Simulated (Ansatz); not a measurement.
Reaction (formal exchange of groups at a Ga–F bond): `[BH2][GaH][F]` + `C[SiH3]` → `[BH2][GaH][SiH2]C` + H–F

Gas-phase electronic energies from Ansatz, PBE0-D4/def2-TZVP geometries. CCSD(T)/CBS adds triple-zeta CCSD(T) − MP2 to the extrapolated MP2 energy (def2 sets, frozen cores). This one scheme is used for every species. DFT in def2-TZVPP. For Ga outer-core shells are correlated without core-valence functions, which leaves a few kJ/mol of doubt a bond. Scalar relativity is left out up to krypton. Each species was taken in one conformer, which may not be the lowest.

`[BH2][GaH][F]`:

```xyz
6

B    -0.194   -0.706    0.869
Ga    0.010    0.644   -0.700
F     1.596    0.558   -1.483
H     0.103   -0.411    1.989
H    -0.613   -1.812    0.691
H    -0.902    1.727   -1.365
```

`C[SiH3]`:

Z-matrix (Å, degrees):
```
C
Si 1 1.871
H 1 1.092 2 110.8
H 1 1.092 2 110.8 3 -120.0
H 1 1.092 2 110.8 3 120.0
H 2 1.488 1 110.7 3 -179.9
H 2 1.488 1 110.7 3 -59.9
H 2 1.488 1 110.7 3 60.1
```

`[BH2][GaH][SiH2]C`:

Cartesian coordinates in Å:
```
B 1.716 -0.279 -2.590
Ga 0.994 -0.704 -0.709
Si -0.907 0.442 0.265
C -1.052 0.247 2.130
H 1.285 -0.809 -3.575
H 2.569 0.544 -2.771
H 1.648 -1.837 0.179
H -0.879 1.894 -0.083
H -2.133 -0.113 -0.388
H -1.948 0.747 2.506
H -1.108 -0.809 2.402
H -0.184 0.677 2.634
```

H–F:

Z-matrix (Å, degrees):
```
F
H 1 0.920
```

**Question.** Is it downhill or uphill in electronic energy at CCSD(T)/CBS, and by how much? (Estimate.)

**Answer.** Computed: Uphill: ΔE = +78.7 kJ/mol.

**Question.** What do these levels give: PBE-D4, revPBE-D4, r2SCAN0-D4, ωB97M-V, MP2/def2-QZVPP, HF/CBS(def2)? (An estimate is asked.)

**Answer.** Computed: PBE-D4 68.5, revPBE-D4 69.6, r2SCAN0-D4 82.2, ωB97M-V 90.2, MP2/def2-QZVPP 85.1, HF/CBS(def2) 121.4 kJ/mol.

Largest T1 diagnostic among the species: 0.014.

The D4 term adds −8.9 kJ/mol with B3LYP and −5.2 kJ/mol with PBE0; it sums over pairs of atoms, weighted by their polarisabilities, and B3LYP, whose exchange is more repulsive, gets the larger term. From BLYP to BHLYP (50 % exact exchange), in def2-TZVPP and without D4, ΔE moves by +5.4 kJ/mol.

B3LYP here is the variant with VWN-RPA as its local correlation; programs differ in this.
